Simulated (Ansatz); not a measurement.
The cluster CaTe₂. The state is a quintet with charge 0. Geometry r2SCAN-D4/def2-TZVP; atoms count from 1.

```xyz
3

Ca   -0.557    0.667    1.598
Te   -0.657    0.604   -1.517
Te    1.215   -1.271   -0.081
```

In the def2 sets Te takes a core potential; there is no spin–orbit coupling. At PBE0-D4/def2-TZVP a singlet of charge 0 lies 2.72 eV below the quintet, each at its own geometry. The structure comes from a short search, and lower isomers may exist.

Estimate the Mulliken populations from the PBE0/def2-TZVP orbitals of Ansatz.


```json
{"atom": "Ca1", "charge (e)": "0.44", "spin (α − β)": "1.00"}
{"atom": "Te2", "charge (e)": "-0.22", "spin (α − β)": "1.50"}
{"atom": "Te3", "charge (e)": "-0.22", "spin (α − β)": "1.50"}
```
Mulliken values depend strongly on the basis.

Where does the spin sit?

Summed by element: Ca 1.00, Te 3.00, of 4 unpaired in all. Largest on single atoms: Te2 1.50, Te3 1.50, Ca1 1.00.

And the Mayer bond orders between heavy atoms (over 0.3)?

Ca1–Te2 0.49 (3.12 Å); Ca1–Te3 0.49 (3.12 Å); Te2–Te3 1.29 (3.01 Å).
